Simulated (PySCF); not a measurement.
SMILES CC(C)(C)[O][In]([OH])[OH] (C4H11InO3), GFN2-xTB optimised geometry. Atoms within 1.6 Å of the plane z = 1.5 Å (x, y, z in Å): In1 (0.06, -1.21, 0.00), O2 (2.02, -1.21, 0.00), H3 (2.40, -2.08, -0.07), O4 (-0.75, -2.98, 0.02), H5 (-0.12, -3.66, 0.23), O6 (-1.08, 0.40, 0.00), C9 (-1.67, 2.65, -0.10), C10 (0.53, 1.96, 0.91), H16 (-2.15, 2.56, 0.87), H17 (1.34, 1.23, 0.83), H18 (0.06, 1.86, 1.88), H19 (0.93, 2.96, 0.80).

Calculation: PySCF with PBE0/def2-SVP, def2 effective core potentials past Kr. The core electrons that the potentials of In replace are not part of the density.

Map of the electron localisation function on the plane z = 1.5 Å:

```
|                               |
|                               |
|                               |
|                               |
|                               |
|                :*#=           |
|        -=-.    +@@%-          |
|       =@@@+   .+@@%-          |
|      .#@@@%  .-+#%*.          |
|      .%@@@#  #%#*+:           |
|       +@@@: :@@@+=-.          |
|       .=+.  .%@@*#%#:         |
|              =#**%@@+         |
|                .=%@%:         |
|           ::.    --           |
|           .:.                 |
|            ...                |
|              ... ..::.        |
|              .....:-:.        |
|              .....::.         |
|             .....             |
|            :::.               |
|           .--.                |
|           .::.                |
|            .                  |
|                               |
|                               |
|                               |
|                               |
|                               |
|                               |
```
Scale: ten equal steps from 0.000 (start of ' ') to 0.994 (end of '@'), in the order ' .:-=+*#%@'; x runs from -6.00 to 6.00, y from -6.00 (bottom) to 6.00 (top).
